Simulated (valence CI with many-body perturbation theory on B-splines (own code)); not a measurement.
Values are calculated unless marked as measured or tabulated.
# Energy levels of Ti8+

Level of theory: configuration interaction combined with many-body perturbation theory (CI+MBPT): four valence electrons over a frozen Dirac-Fock core [Ne], radial functions for each j: 9 s, 9 p, 8 d, 6 f, 3 g, 1 h, with the one-electron correlation potential Σ1, the two-electron term Σ2, the three-electron term Σ3, Breit, model QED; selected CI, second order for the rest, scaled by the run's own slope (own B-spline code, finite nucleus).

No measured spectrum was set against this ion. As an estimate, levels of excited configurations hold to 0.05 to 0.15 % of their energy, terms of the ground configuration to about 0.5 %.

Levels 1 to 36 of 36, with energies above the lowest level, 3s2 3p2 3P_0. "Leading %" is the weight of the configuration and term that name the level; weights of strongly mixed levels are sums over their largest components and can fall short, so below about 35 % the name and the second component can differ from the true leading terms, or belong to a minority configuration. In the jj column 3d3/2^4 stands for four electrons in 3d with j = 3/2.

```tsv
No.	Configuration	Term	J	E (eV)	Leading %	Leading jj	g
1	3s2 3p2	3P	0	0.000	95	3s^2 3p1/2^2 (74 %)	
2	3s2 3p2	3P	1	0.386	96	3s^2 3p1/2 3p3/2 (96 %)	1.501
3	3s2 3p2	3P	2	0.904	94	3s^2 3p3/2^2 (49 %)	1.488
4	3s2 3p2	1D	2	3.558	94	3s^2 3p1/2 3p3/2 (49 %)	1.012
5	3s2 3p2	1S	0	7.609	94	3s^2 3p3/2^2 (72 %)	
6	3s 3p3	5S°	2	17.978	99	3s 3p1/2 3p3/2^2 (54 %)	2.000
7	3s 3p3	3D°	1	24.819	86	3s 3p1/2 3p3/2^2 (38 %)	0.509
8	3s 3p3	3D°	2	24.830	86	3s 3p1/2 3p3/2^2 (57 %)	1.172
9	3s 3p3	3D°	3	24.917	87	3s 3p1/2 3p3/2^2 (87 %)	1.333
10	3s 3p3	3P°	0	28.594	88	3s 3p1/2 3p3/2^2 (88 %)	
11	3s 3p3	3P°	1	28.609	87	3s 3p1/2 3p3/2^2 (59 %)	1.492
12	3s 3p3	3P°	2	28.623	84	3s 3p3/2^3 (47 %)	1.488
13	3s 3p3	1D°	2	31.495	54	3s 3p1/2 3p3/2^2 (42 %)	1.007
14	3s 3p3	3S°	1	37.241	83	3s 3p1/2 3p3/2^2 (52 %)	1.878
15	3s2 3p 3d	3F°	2	38.232	96	3s^2 3p1/2 3d3/2 (74 %)	0.667
16	3s2 3p 3d	3F°	3	38.557	96	3s^2 3p3/2 3d3/2 (48 %)	1.083
17	3s 3p3	1P°	1	38.626	75	3s 3p3/2^3 (46 %)	1.122
18	3s2 3p 3d	3F°	4	39.019	97	3s^2 3p3/2 3d5/2 (97 %)	1.250
19	3s2 3p 3d	3P°	2	43.746	46	3s^2 3p1/2 3d5/2 (58 %)	1.275
20	3s2 3p 3d	3P°	1	44.246	78	3s^2 3p1/2 3d3/2 (33 %)	1.415
21	3s2 3p 3d	3P°	2	44.369	34	3s^2 3p3/2 3d5/2 (52 %)	1.202
22	3s2 3p 3d	3P°	0	44.449	86	3s^2 3p3/2 3d3/2 (86 %)	
23	3s2 3p 3d	3D°	1	45.197	78	3s^2 3p3/2 3d3/2 (55 %)	0.586
24	3s2 3p 3d	3D°	2	45.346	79	3s^2 3p3/2 3d3/2 (53 %)	1.189
25	3s2 3p 3d	3D°	3	45.404	85	3s^2 3p3/2 3d5/2 (58 %)	1.332
26	3s2 3p 3d	1F°	3	49.862	95	3s^2 3p3/2 3d3/2 (39 %)	1.000
27	3s2 3p 3d	1P°	1	51.128	85	3s^2 3p3/2 3d5/2 (56 %)	0.998
28	3p4	3P	2	53.164	56	3p1/2^2 3p3/2^2 (51 %)	1.475
29	3p4	3P	1	53.739	57	3p1/2 3p3/2^3 (57 %)	1.500
30	3p4	3P	0	53.930	57	3p3/2^4 (33 %)	
31	3p4	1D	2	54.854	61	3p1/2 3p3/2^3 (54 %)	1.025
32	3s 3p2 3d	5F	1	55.971	99	3s 3p1/2 3p3/2 3d3/2 (40 %)	0.004
33	3s 3p2 3d	5F	2	56.079	98	3s 3p1/2 3p3/2 3d3/2 (49 %)	1.005
34	3s 3p2 3d	5F	3	56.245	98	3s 3p1/2 3p3/2 3d3/2 (43 %)	1.254
35	3s 3p2 3d	5F	4	56.475	98	3s 3p1/2 3p3/2 3d5/2 (58 %)	1.352
36	3s 3p2 3d	5F	5	56.773	99	3s 3p3/2^2 3d5/2 (62 %)	1.400
```

Names give the largest LS component (configuration and term), which can be under half, so a name can repeat, a term be missing and a line seem to break the LS rules; names also repeat where a configuration has a term twice.

The ionisation energy to 3s2 3p 2P°_1/2 of the next ion comes out as 192.36 eV (NIST: 192.1 ± 0.4 eV (semi-empirical)). All 36 levels together are meant to be complete up to 57.045 eV.
